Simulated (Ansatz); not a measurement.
Isolated molecules relaxed with PBE0-D4/def2-TZVP in Ansatz; ΔE leaves out vibrations. CCSD(T)/CBS is the MP2 limit (def2-TZVPP, def2-QZVPP) plus CCSD(T) − MP2 in def2-TZVPP, frozen cores. This one scheme is used for every species. Each species was taken in one conformer, which may not be the lowest.

Reaction (substitution at a C–Si bond): `[F][AlH][CH2][SiH3]` + CH₃OH → `CO[CH2][AlH][F]` + SiH₄

| level | ΔE (kcal/mol) |
| --- | --- |
| MP2/def2-TZVPP | 28.7 |
| MP2/CBS(def2) | 30.0 |

What does CCSD(T)/CBS give? (An estimate is asked.)

The calculation gave: +28.1 kcal/mol. The listed levels differ from it by 0.6, 1.9 kcal/mol.

Largest T1 diagnostic among the species: 0.012.

From PBE to PBE0 (25 % exact exchange), in def2-TZVPP and without D4, ΔE moves by +1.8 kcal/mol.
